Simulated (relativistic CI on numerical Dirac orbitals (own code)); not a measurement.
# Hyperfine structure of I¹⁹⁺, mass number 129

Calculated at this level of theory: Dirac-Coulomb-Breit CI, separate exchange-only KLI orbitals for each configuration, QED by a radiative potential, unscaled Slater integrals (own radial code, finite nucleus).

CI space (outside the closed core [Ar] 3d10): 4s2 4p4, 4s 4p5, 4s2 4p3 4d, 4p6, 4s 4p4 4d, 4s2 4p3 4f, 4s 4p4 4f, 4p5 4d, 4s 4p3 4d2, 4s2 4p2 4d 4f, 4p5 4f, 4s2 4p3 5s, 4p4 4d2, 4p3 4d3, 4p3 4d2 4f, 4p3 4d2 5s. Double excitations out of closed p, d and f shells are left out; levels of such configurations are missing from the list, as are those of other unlisted configurations, and high levels can miss mixing partners.

Nuclear spin I = 7/2, μ = 2.6165 μN, Q = -0.483 b (tables of Stone and Pyykkö). The electronic factors are computed for point nuclear moments, without core polarisation or the Bohr-Weisskopf and QED corrections.

| Level | E (eV) | A (MHz) | B (MHz) |
| --- | --- | --- | --- |
| 4s2 4p4 3P_2 | 0.0000 | 9633 | -4360 |
| 4s2 4p4 3P_1 | 13.1531 | -3229 | 6030 |
| 4s2 4p4 1D_2 | 16.1455 | 23350 | 16400 |
| 4s 4p5 3P°_2 | 60.5612 | 53480 | 11100 |
| 4s 4p5 3P°_1 | 65.7321 | -6749 | -2160 |
| 4s2 4p3 4d 5D°_4 | 81.3665 | 3301 | -5500 |

Levels with J = 0, under 50 % of one LS term, or S terms without an open s electron are left out. Small factors come from cancelling terms and can be off by tens of per cent or more.

At this charge energies of transitions that change n are usually good to better than 1 %, and those within a shell (Δn = 0) to a few per cent.

Question: Give the hyperfine levels of 4s2 4p4 3P_2 relative to its centre of gravity.

Answer: With K = F(F + 1) − I(I + 1) − J(J + 1), E = AK/2 + B[¾K(K + 1) − I(I + 1)J(J + 1)]/[2I(2I − 1)J(2J − 1)]: F = 3/2: -89030, F = 5/2: -63000, F = 7/2: -27650, F = 9/2: 15930, F = 11/2: 66340 MHz.

LS names give the leading component of a level, which can be under half, so a name can repeat, a term be missing and a line seem to break the LS rules.
